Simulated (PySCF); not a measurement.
Se(OH)(SMe) (CH4OSSe), SMILES CS[Se]O. Coordinates come from a PBE-D3(BJ)/def2-SVP optimisation. This is a generated structure with no PubChem entry under its InChIKey; it may be hypothetical. One conformer was computed; it need not be the lowest.

Computed equilibrium geometry at PBE-D3(BJ)/def2-SVP (PySCF confirms it by a frequency run) as a Z-matrix (one conformer of several):
```
S
C 1 1.8344
H 2 1.1060 1 110.12
H 2 1.1062 3 110.43 1 122.85
H 2 1.1089 3 109.37 4 120.67
Se 1 2.1909 2 103.82 3 63.23
O 6 1.8462 1 105.05 2 -81.77
H 7 0.9796 6 104.80 1 -82.74
```
